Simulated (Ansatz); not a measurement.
Molecular dynamics of CO2

Input file:

```yaml
crystal:
  lattice:
    - [8.821161, 0.0, 0.0]
    - [0.0, 8.821161, 0.0]
    - [0.0, 0.0, 8.821161]
  atoms:
    - { symbol: C, position: [0.12953951, 0.99186912, 0.88275899] }
    - { symbol: O, position: [0.12211293, 1.06248313, 0.99450292] }
    - { symbol: O, position: [0.13785881, 0.92209888, 0.76990689] }
    - { symbol: C, position: [-0.0265839, 0.62064268, 0.7889383] }
    - { symbol: O, position: [-0.03605967, 0.64703693, 0.91861408] }
    - { symbol: O, position: [-0.01679176, 0.593414, 0.65938794] }
    - { symbol: C, position: [0.7584833, 0.28076303, 0.68486928] }
    - { symbol: O, position: [0.69551228, 0.38684156, 0.73396763] }
    - { symbol: O, position: [0.82093801, 0.17487413, 0.63503937] }
    - { symbol: C, position: [0.42157124, 0.06603114, 0.60993366] }
    - { symbol: O, position: [0.4655121, 0.07420045, 0.7351205] }
    - { symbol: O, position: [0.37855983, 0.05837331, 0.48503811] }
    - { symbol: C, position: [0.46126451, 0.81360495, 0.08671619] }
    - { symbol: O, position: [0.33192735, 0.78771874, 0.10097058] }
    - { symbol: O, position: [0.5906209, 0.83924923, 0.07128745] }
    - { symbol: C, position: [0.03811565, 0.03618521, 0.36376757] }
    - { symbol: O, position: [0.03053077, -0.09379485, 0.38855971] }
    - { symbol: O, position: [0.04448666, 0.16637319, 0.33877923] }
    - { symbol: C, position: [0.70230284, 0.16928544, 0.11524899] }
    - { symbol: O, position: [0.62353446, 0.17651034, 0.22173335] }
    - { symbol: O, position: [0.78104787, 0.16241088, 0.00880188] }
    - { symbol: C, position: [0.33146044, 0.54067044, 0.54536458] }
    - { symbol: O, position: [0.35878665, 0.65638971, 0.48658828] }
    - { symbol: O, position: [0.30523923, 0.42496846, 0.60491839] }
basis:
  ecutwfc: 420.0
kpoints:
  mp_grid: { grid: [1, 1, 1] }
hamiltonian:
  xc: pbe
  dispersion: d3bj
scf:
  occupations: { method: fermi_dirac, width: 0.02 }
  lower_state_search: "off"
md:
  timestep: 1
  n_steps: 270
  ensemble: nvt_langevin
  temperature: 400.0
  initial_velocities: maxwell_boltzmann
  seed: 190125
  friction: 0.02
```

Command:

```bash
$ ansatz run input.yaml --threads 1 --pin off --max-ram 3072MiB --backend cpu --events-out ev --progress --plain --runs-dir out
```

It starts from a relaxed structure.

Output, in part (step lines):

```
md step     0: t =     0.00 fs  T =   383.3 K  F+E_penalty+E_count = -11079.76890556 eV  E_kin = 1.189192 eV  (9 SCF iters)
md step     1: t =     1.00 fs  T =   350.4 K  F+E_penalty+E_count = -11079.73745753 eV  E_kin = 1.087138 eV  (8 SCF iters)
md step     2: t =     2.00 fs  T =   319.1 K  F+E_penalty+E_count = -11079.65913761 eV  E_kin = 0.989886 eV  (8 SCF iters)
md step     3: t =     3.00 fs  T =   291.4 K  F+E_penalty+E_count = -11079.57474474 eV  E_kin = 0.903939 eV  (8 SCF iters)
md step     4: t =     4.00 fs  T =   260.6 K  F+E_penalty+E_count = -11079.51121858 eV  E_kin = 0.808385 eV  (8 SCF iters)
md step     5: t =     5.00 fs  T =   269.2 K  F+E_penalty+E_count = -11079.48013340 eV  E_kin = 0.835045 eV  (6 SCF iters)
md step     6: t =     6.00 fs  T =   274.0 K  F+E_penalty+E_count = -11079.47003577 eV  E_kin = 0.849890 eV  (7 SCF iters)
md step     7: t =     7.00 fs  T =   279.7 K  F+E_penalty+E_count = -11079.45258857 eV  E_kin = 0.867834 eV  (7 SCF iters)
[... lines left out ...]
md step   270: t =   270.00 fs  T =   391.5 K  F+E_penalty+E_count = -11079.11712299 eV  E_kin = 1.214613 eV  (8 SCF iters)
```

The steps, from the saved trajectory:

| time (fs) | T (K) | potential energy less start (eV) |
| --- | --- | --- |
| 0.0 | 383 | 0.000 |
| 9.0 | 279 | 0.374 |
| 18.0 | 332 | 0.390 |
| 27.0 | 369 | 0.220 |
| 36.0 | 213 | 0.396 |
| 45.0 | 256 | 0.379 |
| 54.0 | 281 | 0.358 |
| 63.0 | 222 | 0.815 |
| 72.0 | 400 | 0.463 |
| 81.0 | 410 | 0.560 |
| 90.0 | 398 | 0.768 |
| 99.0 | 450 | 0.768 |
| 108.0 | 518 | 0.715 |
| 117.0 | 468 | 0.647 |
| 126.0 | 416 | 0.825 |
| 135.0 | 381 | 0.840 |
| 144.0 | 440 | 0.612 |
| 153.0 | 366 | 0.673 |
| 162.0 | 372 | 0.737 |
| 171.0 | 327 | 0.815 |
| 180.0 | 380 | 0.653 |
| 189.0 | 371 | 0.644 |
| 198.0 | 315 | 0.746 |
| 207.0 | 338 | 0.908 |
| 216.0 | 472 | 0.758 |
| 225.0 | 407 | 0.696 |
| 234.0 | 367 | 0.774 |
| 243.0 | 349 | 0.759 |
| 252.0 | 475 | 0.543 |
| 261.0 | 426 | 0.477 |
| 270.0 | 392 | 0.652 |

All steps were run. A run of 0.27 ps of so small a system gives no equilibrium averages. Limits of this set-up: coarse k mesh.

Mean squared displacements from the first frame to the last, about the centre of mass: C 0.21 Å², O 0.72 Å².

Last frame:

```xyz
24
Lattice="8.8212 0.0000 0.0000 0.0000 8.8212 0.0000 0.0000 0.0000 8.8212" Properties=species:S:1:pos:R:3
C 1.119 8.944 7.336
O 1.090 9.929 8.003
O 1.040 7.998 6.625
C -0.332 5.613 6.316
O 0.320 5.049 7.150
O -0.843 6.183 5.435
C 6.785 2.252 5.880
O 6.201 3.221 5.714
O 7.423 1.282 6.001
C 3.717 0.342 4.765
O 3.822 0.696 5.845
O 3.479 0.075 3.638
C 4.337 7.420 0.730
O 3.763 6.539 0.166
O 4.838 8.351 1.214
C 0.435 0.259 2.902
O 0.972 -0.784 2.709
O -0.149 1.279 3.132
C 6.125 2.099 1.112
O 5.700 2.745 1.942
O 6.520 1.493 0.190
C 2.493 4.425 4.036
O 2.741 5.380 3.421
O 2.176 3.511 4.731
```

Time of the run: 16 min on 1 thread of Arm Neoverse V2, on a shared host, peak memory 0.55 GiB.
